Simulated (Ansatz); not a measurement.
Reaction (formal exchange of groups at the Se–Sn bond): `C[Se][Sn]([Cl])([Cl])[Se]C` + `[Cl][GeH3]` → `C[Se][GeH2][Cl]` + `C[Se][SnH]([Cl])[Cl]`

Isolated molecules relaxed with PBE0-D4/def2-TZVP in Ansatz; ΔE leaves out vibrations. CBS: MP2 limit from def2 TZ/QZ plus the TZ coupled-cluster correction, frozen cores. DFT in def2-TZVPP. HSE06 is defined as in plane-wave codes. Elements past krypton have def2 core potentials. For Ge, Se, Sn outer-core shells are correlated without core-valence functions, which leaves a few kJ/mol of doubt a bond. Scalar relativity is left out up to krypton. Each species was taken in one conformer, which may not be the lowest.

| level | ΔE (kJ/mol) | difference from CCSD(T)/CBS |
| --- | --- | --- |
| revPBE-D4 | 23.7 | -3.1 |
| r2SCANh-D4 | 20.8 | -6.0 |
| HSE06-D4 | 21.8 | -5.0 |
| BLYP | 20.2 | -6.6 |
| r2SCAN0 | 17.8 | -9.0 |
| MP2/def2-SVP | 28.4 | 1.6 |
| SCS-MP2/def2-TZVPP | 23.3 | -3.5 |
| MP2/def2-QZVPP | 29.5 | 2.7 |
| MP2/CBS(def2) | 31.8 | 5.0 |
| CCSD/CBS(def2) | 24.9 | -1.9 |
| CCSD(T)/CBS | 26.8 | 0 |

Largest T1 diagnostic among the species: 0.011.

In def2-TZVPP, CCSD(T) changes the Hartree–Fock value by +5.3 kJ/mol (the triples alone add +2.0 kJ/mol) and MP2 by +10.2 kJ/mol. Leaving LDA and LC-ωPBE aside and taking each functional with its dispersion term where it has one, the values, not all of them listed here, spread over 9.4 kJ/mol, from B97M-V to BLYP-D4. The D4 term adds +6.8 kJ/mol with B3LYP and +4.4 kJ/mol with PBE0; it sums over pairs of atoms, weighted by their polarisabilities, and B3LYP, whose exchange is more repulsive, gets the larger term.

CCSD(T)/CBS has its own doubt, a few kJ/mol and more with outer-core shells, so smaller differences from it don't rank the levels.

B3LYP here is the variant with VWN-RPA as its local correlation; programs differ in this.
